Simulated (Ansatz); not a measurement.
Relaxation of Cl₄FHHf (7 atoms, charge 0, multiplicity 1), to a largest force component of 0.03 eV/Å in at most 50 steps.

These are results of RKS B3LYP-D4/def2-SVP (Ansatz 0.2.0), not measurements.

```xyz
7
Properties=species:S:1:pos:R:3
Hf -0.538 0.000 -0.484
Cl 0.110 0.000 3.186
Cl 1.777 0.000 -0.071
Cl -1.005 1.909 -1.756
Cl -1.005 -1.909 -1.756
F -1.878 0.000 0.936
H -1.202 0.000 2.946
```

Where does it end, and by what steps?

The run converged. After 6 steps the energy has fallen by 0.085 eV; Cl2 moved furthest, 0.47 Å.

```
step  energy less start (eV)  largest force component (eV/Å)  accepted
   0                  0.0000                           1.111       yes
   1                 -0.0361                           0.949       yes
   2                 -0.0698                           0.379       yes
   3                 -0.0828                           0.081       yes
   4                 -0.0838                           0.068       yes
   5                 -0.0846                           0.049       yes
   6                 -0.0848                           0.015       yes
```

```xyz
7
Properties=species:S:1:pos:R:3
Hf -0.572 0.000 -0.633
Cl 0.001 0.000 3.639
Cl 1.692 0.000 -0.052
Cl -1.067 1.915 -1.884
Cl -1.067 -1.915 -1.884
F -1.675 0.000 0.930
H -1.052 0.000 2.887
```

Whether the end is a true minimum wasn't checked by a vibrational analysis.

The run took 21 s on 4 threads of Arm Neoverse V2, on a shared host, peak memory 0.34 GiB.
